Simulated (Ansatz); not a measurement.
Cl3Sn, charge -1, singlet, geometry from GFN2-xTB (such geometries of metal compounds can be far from the true shape) (all electrons, no relativity) (a gas-phase anion, which may not be bound at this level). Base run: PBE0/STO-3G (Ansatz, a first-principles code).

Input for Ansatz:
Ansatz 0.2 input:
```yaml
crystal:
  periodic: [false, false, false]
  atoms:
    - {symbol: Sn, position_ang: [-0.00024598, 0.00560843, 0.57812327]}
    - {symbol: Cl, position_ang: [-1.94257826, -1.06785136, -0.55730815]}
    - {symbol: Cl, position_ang: [0.05159000, 2.20812614, -0.58824027]}
    - {symbol: Cl, position_ang: [1.89171173, -1.15677018, -0.55481414]}
basis:
  gaussian:
    orbitals: STO-3G
hamiltonian:
  xc: pbe0
total_charge: -1
```

Variants of this job, named by their change:

```json
[
 {"change": "base", "ΔE vs base (eV)": "0.00"},
 {"change": "symmetry_tolerance_ang = 0.01", "ΔE vs base (eV)": "0.00"},
 {"change": "occupation = up:A':32 A'':19 down:A':32 A'':19", "ΔE vs base (eV)": "12.30"},
 {"change": "occupation = up:A':34 A'':17 down:A':34 A'':17", "ΔE vs base (eV)": "19.48"},
 {"change": "occupation = up:A':33 A'':18 down:A':33 A'':18", "ΔE vs base (eV)": "0.00"}
]
```

A gas-phase anion may not be bound at this level; its values then depend on the basis.
